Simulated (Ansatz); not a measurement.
The same atomization along the group B, Al, Ga, In.

Isolated molecules relaxed with PBE0-D4/def2-TZVP in Ansatz; ΔE leaves out vibrations. CCSD(T)/CBS adds triple-zeta CCSD(T) − MP2 to the extrapolated MP2 energy (def2 sets, frozen cores). Small cases extrapolate CCSD(T) itself. No spin–orbit coupling; open shells (•) take unrestricted orbitals. Spin–orbit coupling would lower the free atoms: a little for Al, B, C; clearly for Ga; strongly for In. Elements past krypton have def2 core potentials. Bonds to Ga, In are less sure, by a few kJ/mol each and by 10 to 20 or more in all where they break to atoms, as the def2 sets lack core-valence functions. Scalar relativity is left out up to krypton.

Order these by ΔE at CCSD(T)/CBS, lowest first. (Estimate.)
A. `[CH3][AlH2]` → C• + Al• + 5 H•
B. `BC` → C• + B• + 5 H•
C. `[CH3][InH2]` → C• + In• + 5 H•
D. `[CH3][GaH2]` → C• + Ga• + 5 H•

C (+20.67 eV), D (+21.82 eV), A (+22.50 eV), B (+25.45 eV).

Largest T1 diagnostic: 0.018, for Al•.

Extrapolated directly: `[CH3][AlH2]` → C• + Al• + 5 H•; `BC` → C• + B• + 5 H•.

For atomizations the MP2-based limit and the directly extrapolated one differ by several kJ/mol either way, and by 10 to 25 for some Ge, Se and Sn compounds, so smaller differences from it don't rank the levels.
